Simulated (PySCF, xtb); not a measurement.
GeH₅NO₂, SMILES [NH2][GeH]([OH])[OH]. The values are those of a single conformer.

Harmonic wavenumbers (cm⁻¹) from GFN2-xTB (xtb) at its own minimum, in rising order: 154, 172, 203, 223, 252, 292, 542, 567, 584, 632, 653, 686, 788, 807, 816, 1493, 1968, 3412, 3461, 3659, 3680.

### Question
What does TPSSh-D3(BJ)/def2-SVP run with PySCF give at its own minimum? (The exact figures need the calculation; the answer reports its results.)

### Answer
49, 161, 210, 243, 247, 301, 525, 685, 698, 712, 723, 734, 887, 902, 919, 1560, 2181, 3507, 3603, 3789, 3797. Paired by order, the mean absolute difference is 79 cm⁻¹ and the zero-point energies are 35.8 and 37.8 kcal/mol.
